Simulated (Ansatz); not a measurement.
Ansatz (a first-principles code) input (B3LYP/6-31G*):

Ansatz 0.2 input:
```yaml
crystal:
  periodic: [false, false, false]
  atoms:
    - {symbol: F, position_ang: [1.92675331, 1.25090293, 0.22737616]}
    - {symbol: Si, position_ang: [1.16581156, -0.09098915, -0.29121437]}
    - {symbol: Si, position_ang: [-1.11985084, 0.05902979, 0.27783391]}
    - {symbol: F, position_ang: [-1.86323251, -1.20682154, -0.40850289]}
    - {symbol: H, position_ang: [1.85009537, -1.27100378, 0.33025430]}
    - {symbol: H, position_ang: [-1.36755401, 0.00245805, 1.74680775]}
    - {symbol: H, position_ang: [-1.69767867, 1.31924421, -0.25959487]}
basis:
  gaussian:
    orbitals: 6-31G*
hamiltonian:
  xc: {name: B3LYP}
magnetization: {spin_polarized: true, initial_magnetization: 1}
phonons: {temperatures: {t_min: 298.15, t_max: 298.15, t_step: 100}}
```

Output:

```
Functional definition: B3LYP
integrals: 0.02 GiB planned
721 factors; integrals over basis functions are off by at most 6.5e-4 eV
mean field: 0.39 GiB planned
mean field evaluation 1: about -21236.6850 eV, gradient 2.8e1 eV
mean field evaluation 2: about -21231.9844 eV, gradient 4.9e1 eV
mean field evaluation 4: about -21239.1282 eV, gradient 1.7e0 eV
mean field evaluation 8: about -21239.1510 eV, gradient 7.0e-2 eV
mean field evaluation 16: about -21239.1511 eV, gradient 7.9e-5 eV
mean field -21239.15106425 eV, -780.5244051974 hartree, gradient 7.9e-5 eV, S^2 0.751794; 0 other end points of the search recorded, 0 dependent functions left out
the calculation of the forces begins
reference -21239.15130478 eV, -780.5244140370 hartree; 25, 24 occupied and 49, 50 virtual orbitals, 721 factors
these checks for a lower state are left out or cut short: stability, starts, cluster_reference, orbital_swaps, neighbouring_geometries, increment
integrals: 0.02 GiB planned
721 factors; integrals over basis functions are off by at most 6.5e-4 eV
mean field: 0.39 GiB planned
mean field -21239.15103532 eV, -780.5244041342 hartree, gradient 1.2e-6 eV, S^2 0.751794; 0 other end points of the search recorded, 0 dependent functions left out
the calculation of the forces begins
reference -21239.15127588 eV, -780.5244129746 hartree; 25, 24 occupied and 49, 50 virtual orbitals, 721 factors
these checks for a lower state are left out or cut short: stability, starts, cluster_reference, orbital_swaps, neighbouring_geometries, increment
integrals: 0.02 GiB planned
721 factors; integrals over basis functions are off by at most 6.5e-4 eV
mean field: 0.39 GiB planned
mean field -21239.15104006 eV, -780.5244043087 hartree, gradient 1.1e-6 eV, S^2 0.751793; 0 other end points of the search recorded, 0 dependent functions left out
the calculation of the forces begins
reference -21239.15128058 eV, -780.5244131474 hartree; 25, 24 occupied and 49, 50 virtual orbitals, 721 factors
these checks for a lower state are left out or cut short: stability, starts, cluster_reference, orbital_swaps, neighbouring_geometries, increment
integrals: 0.02 GiB planned
721 factors; integrals over basis functions are off by at most 6.5e-4 eV
mean field: 0.39 GiB planned
mean field evaluation 32: about -21239.1510 eV, gradient 4.7e-5 eV
mean field -21239.15099133 eV, -780.5244025177 hartree, gradient 9.1e-7 eV, S^2 0.751793; 0 other end points of the search recorded, 0 dependent functions left out
the calculation of the forces begins
reference -21239.15123189 eV, -780.5244113582 hartree; 25, 24 occupied and 49, 50 virtual orbitals, 721 factors
these checks for a lower state are left out or cut short: stability, starts, cluster_reference, orbital_swaps, neighbouring_geometries, increment
integrals: 0.02 GiB planned
721 factors; integrals over basis functions are off by at most 6.5e-4 eV
mean field: 0.39 GiB planned
mean field -21239.15099677 eV, -780.5244027177 hartree, gradient 1.1e-6 eV, S^2 0.751794; 0 other end points of the search recorded, 0 dependent functions left out
the calculation of the forces begins
reference -21239.15123728 eV, -780.5244115563 hartree; 25, 24 occupied and 49, 50 virtual orbitals, 721 factors
these checks for a lower state are left out or cut short: stability, starts, cluster_reference, orbital_swaps, neighbouring_geometries, increment
integrals: 0.02 GiB planned
721 factors; integrals over basis functions are off by at most 6.5e-4 eV
mean field: 0.39 GiB planned
mean field -21239.15105056 eV, -780.5244046945 hartree, gradient 2.5e-6 eV, S^2 0.751793; 0 other end points of the search recorded, 0 dependent functions left out
the calculation of the forces begins
reference -21239.15129110 eV, -780.5244135341 hartree; 25, 24 occupied and 49, 50 virtual orbitals, 721 factors
these checks for a lower state are left out or cut short: stability, starts, cluster_reference, orbital_swaps, neighbouring_geometries, increment
integrals: 0.02 GiB planned
721 factors; integrals over basis functions are off by at most 6.5e-4 eV
mean field: 0.39 GiB planned
mean field -21239.15105428 eV, -780.5244048310 hartree, gradient 2.1e-6 eV, S^2 0.751794; 0 other end points of the search recorded, 0 dependent functions left out
the calculation of the forces begins
reference -21239.15129481 eV, -780.5244136705 hartree; 25, 24 occupied and 49, 50 virtual orbitals, 721 factors
these checks for a lower state are left out or cut short: stability, starts, cluster_reference, orbital_swaps, neighbouring_geometries, increment
integrals: 0.02 GiB planned
721 factors; integrals over basis functions are off by at most 6.5e-4 eV
mean field: 0.39 GiB planned
mean field -21239.15099117 eV, -780.5244025118 hartree, gradient 1.1e-6 eV, S^2 0.751791; 0 other end points of the search recorded, 0 dependent functions left out
[...]
mean field evaluation 192: about -21239.1510 eV, gradient 2.4e-2 eV
mean field -21239.15105335 eV, -780.5244047969 hartree, gradient 3.0e-6 eV, S^2 0.751793; 0 other end points of the search recorded, 0 dependent functions left out
the calculation of the forces begins
reference -21239.15129391 eV, -780.5244136373 hartree; 25, 24 occupied and 49, 50 virtual orbitals, 721 factors
these checks for a lower state are left out or cut short: stability, starts, cluster_reference, orbital_swaps, neighbouring_geometries, increment
integrals: 0.02 GiB planned
721 factors; integrals over basis functions are off by at most 6.5e-4 eV
mean field: 0.39 GiB planned
mean field -21239.15105708 eV, -780.5244049341 hartree, gradient 1.1e-6 eV, S^2 0.751792; 0 other end points of the search recorded, 0 dependent functions left out
the calculation of the forces begins
reference -21239.15129763 eV, -780.5244137741 hartree; 25, 24 occupied and 49, 50 virtual orbitals, 721 factors
these checks for a lower state are left out or cut short: stability, starts, cluster_reference, orbital_swaps, neighbouring_geometries, increment
integrals: 0.02 GiB planned
721 factors; integrals over basis functions are off by at most 6.5e-4 eV
mean field: 0.39 GiB planned
mean field -21239.15105686 eV, -780.5244049261 hartree, gradient 1.3e-6 eV, S^2 0.751795; 0 other end points of the search recorded, 0 dependent functions left out
the calculation of the forces begins
reference -21239.15129739 eV, -780.5244137652 hartree; 25, 24 occupied and 49, 50 virtual orbitals, 721 factors
these checks for a lower state are left out or cut short: stability, starts, cluster_reference, orbital_swaps, neighbouring_geometries, increment
integrals: 0.02 GiB planned
721 factors; integrals over basis functions are off by at most 6.5e-4 eV
mean field: 0.39 GiB planned
mean field -21239.15105706 eV, -780.5244049332 hartree, gradient 1.8e-6 eV, S^2 0.751793; 0 other end points of the search recorded, 0 dependent functions left out
the calculation of the forces begins
reference -21239.15129759 eV, -780.5244137728 hartree; 25, 24 occupied and 49, 50 virtual orbitals, 721 factors
these checks for a lower state are left out or cut short: stability, starts, cluster_reference, orbital_swaps, neighbouring_geometries, increment
integrals: 0.02 GiB planned
721 factors; integrals over basis functions are off by at most 6.5e-4 eV
mean field: 0.39 GiB planned
mean field -21239.15105741 eV, -780.5244049460 hartree, gradient 2.2e-6 eV, S^2 0.751794; 0 other end points of the search recorded, 0 dependent functions left out
the calculation of the forces begins
reference -21239.15129794 eV, -780.5244137856 hartree; 25, 24 occupied and 49, 50 virtual orbitals, 721 factors
these checks for a lower state are left out or cut short: stability, starts, cluster_reference, orbital_swaps, neighbouring_geometries, increment
integrals: 0.02 GiB planned
721 factors; integrals over basis functions are off by at most 6.6e-4 eV
mean field: 0.39 GiB planned
mean field evaluation 224: about -21239.1510 eV, gradient 5.8e-5 eV
mean field -21239.15100941 eV, -780.5244031822 hartree, gradient 1.9e-6 eV, S^2 0.751795; 0 other end points of the search recorded, 0 dependent functions left out
the calculation of the forces begins
reference -21239.15124996 eV, -780.5244120222 hartree; 25, 24 occupied and 49, 50 virtual orbitals, 721 factors
these checks for a lower state are left out or cut short: stability, starts, cluster_reference, orbital_swaps, neighbouring_geometries, increment
integrals: 0.02 GiB planned
721 factors; integrals over basis functions are off by at most 6.5e-4 eV
mean field: 0.39 GiB planned
mean field -21239.15101030 eV, -780.5244032147 hartree, gradient 1.8e-6 eV, S^2 0.751792; 0 other end points of the search recorded, 0 dependent functions left out
the calculation of the forces begins
reference -21239.15125082 eV, -780.5244120539 hartree; 25, 24 occupied and 49, 50 virtual orbitals, 721 factors
these checks for a lower state are left out or cut short: stability, starts, cluster_reference, orbital_swaps, neighbouring_geometries, increment
integrals: 0.02 GiB planned
721 factors; integrals over basis functions are off by at most 6.5e-4 eV
mean field: 0.39 GiB planned
mean field -21239.15105018 eV, -780.5244046803 hartree, gradient 1.5e-6 eV, S^2 0.751794; 0 other end points of the search recorded, 0 dependent functions left out
the calculation of the forces begins
reference -21239.15129072 eV, -780.5244135200 hartree; 25, 24 occupied and 49, 50 virtual orbitals, 721 factors
these checks for a lower state are left out or cut short: stability, starts, cluster_reference, orbital_swaps, neighbouring_geometries, increment
integrals: 0.02 GiB planned
721 factors; integrals over basis functions are off by at most 6.5e-4 eV
mean field: 0.39 GiB planned
mean field -21239.15105030 eV, -780.5244046849 hartree, gradient 8.6e-7 eV, S^2 0.751793; 0 other end points of the search recorded, 0 dependent functions left out
the calculation of the forces begins
reference -21239.15129084 eV, -780.5244135244 hartree; 25, 24 occupied and 49, 50 virtual orbitals, 721 factors
these checks for a lower state are left out or cut short: stability, starts, cluster_reference, orbital_swaps, neighbouring_geometries, increment
integrals: 0.02 GiB planned
721 factors; integrals over basis functions are off by at most 6.5e-4 eV
mean field: 0.39 GiB planned
mean field -21239.15102392 eV, -780.5244037156 hartree, gradient 1.6e-6 eV, S^2 0.751794; 0 other end points of the search recorded, 0 dependent functions left out
the calculation of the forces begins
reference -21239.15126447 eV, -780.5244125555 hartree; 25, 24 occupied and 49, 50 virtual orbitals, 721 factors
these checks for a lower state are left out or cut short: stability, starts, cluster_reference, orbital_swaps, neighbouring_geometries, increment
integrals: 0.02 GiB planned
721 factors; integrals over basis functions are off by at most 6.5e-4 eV
mean field: 0.39 GiB planned
mean field evaluation 256: about -21239.1510 eV, gradient 1.7e-6 eV
mean field -21239.15101838 eV, -780.5244035118 hartree, gradient 1.7e-6 eV, S^2 0.751793; 0 other end points of the search recorded, 0 dependent functions left out
the calculation of the forces begins
reference -21239.15125891 eV, -780.5244123511 hartree; 25, 24 occupied and 49, 50 virtual orbitals, 721 factors
these checks for a lower state are left out or cut short: stability, starts, cluster_reference, orbital_swaps, neighbouring_geometries, increment
integrals: 0.02 GiB planned
721 factors; integrals over basis functions are off by at most 6.5e-4 eV
mean field: 0.39 GiB planned
mean field -21239.15105139 eV, -780.5244047248 hartree, gradient 1.3e-6 eV, S^2 0.751794; 0 other end points of the search recorded, 0 dependent functions left out
the calculation of the forces begins
reference -21239.15129192 eV, -780.5244135643 hartree; 25, 24 occupied and 49, 50 virtual orbitals, 721 factors
these checks for a lower state are left out or cut short: stability, starts, cluster_reference, orbital_swaps, neighbouring_geometries, increment
integrals: 0.02 GiB planned
721 factors; integrals over basis functions are off by at most 6.5e-4 eV
mean field: 0.39 GiB planned
mean field -21239.15105012 eV, -780.5244046784 hartree, gradient 1.1e-6 eV, S^2 0.751793; 0 other end points of the search recorded, 0 dependent functions left out
the calculation of the forces begins
reference -21239.15129066 eV, -780.5244135181 hartree; 25, 24 occupied and 49, 50 virtual orbitals, 721 factors
Total energy: -21239.15130478 eV, -780.5244140370 hartree
Atom 0 at     1.926753     1.250903     0.227376 Å, force    -0.000950    -0.001180    -0.000734 eV/Å
Atom 1 at     1.165812    -0.090989    -0.291214 Å, force     0.000039     0.001725     0.001617 eV/Å
Atom 2 at    -1.119851     0.059030     0.277834 Å, force     0.000325    -0.001775    -0.001864 eV/Å
Atom 3 at    -1.863233    -1.206822    -0.408503 Å, force     0.000535     0.000629     0.001244 eV/Å
Atom 4 at     1.850095    -1.271004     0.330254 Å, force     0.000015    -0.000390    -0.000229 eV/Å
Atom 5 at    -1.367554     0.002458     1.746808 Å, force     0.000066    -0.000072    -0.000283 eV/Å
Atom 6 at    -1.697679     1.319244    -0.259595 Å, force    -0.000029     0.001062     0.000249 eV/Å
Dipole moment:    -0.016328    -0.003952     0.044503 e Å
Vibrations: 40.48 112.21 215.70 398.07 441.55 638.05 737.28 787.39 852.37 871.40 929.27 964.13 2179.69 2228.42 2259.89 cm⁻¹, zero-point energy 0.846558 eV
```

The blocks after the first are displaced geometries, from whose forces the wavenumbers follow.
